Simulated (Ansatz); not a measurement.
System: C₂H₈GeN, net charge -1, singlet state. It need not be the lowest isomer of its formula. Whether it binds its extra electron was not tested at this geometry. 
Coordinates optimised at B3LYP-D3(BJ)/def2-TZVP (Ansatz, a quantum-chemistry and plane-wave program):
SMILES: C[N](C)[GeH2-]
```xyz
12

C     -1.9499    -0.1254     0.3011
N     -0.7554     0.5969    -0.0397
C     -0.5633     1.7035     0.8571
Ge     0.8036    -0.5827    -0.3693
H     -2.8476     0.5156     0.2252
H     -1.9504    -0.5328     1.3377
H     -2.0844    -0.9733    -0.3764
H     -0.4262     1.3939     1.9161
H     -1.4291     2.3948     0.8386
H      0.3264     2.2668     0.5721
H      1.2365    -0.7256     1.2130
H      1.8260     0.6614    -0.5798
```
Charge -1, spin multiplicity 1.

Total electronic energies in hartree. Valence correlation only, unless marked. No spin-orbit coupling. Frozen are the shells of the preceding noble gas and the d and f shells that filled before the atom's block. No relativistic terms. CBS marks a two-point X^-3 extrapolation of the correlation energy; Hartree-Fock from the larger set.

| level | program | energy (Eh) |
|---|---|---|
| PBE-D3(BJ)/def2-TZVPD | Ansatz + dftd3 | -2212.34285 |
| BLYP-D4/def2-TZVPD | Ansatz + dftd4 | -2212.84212 |
| revPBE-D4/def2-TZVPD | Ansatz + dftd4 | … |
| PBE0/6-31G* | Ansatz | -2212.06022 |
| PBE0-D4/def2-TZVP | Ansatz + dftd4 | … |
| SCS-MP2/6-31G | Ansatz | -2210.12695 |
| SCS-MP2/aug-cc-pVTZ | Ansatz | -2210.99808 |
| SCS-MP2/cc-pVTZ | Ansatz | -2210.97702 |
| CCSD(T)/CBS(aug-cc-pVTZ,aug-cc-pVQZ) | Ansatz | -2211.1325 |

### Question
Some entries are withheld; supply them.

### Answer

- revPBE-D4/def2-TZVPD, energy (Eh): -2212.66426
- PBE0-D4/def2-TZVP, energy (Eh): -2212.40726
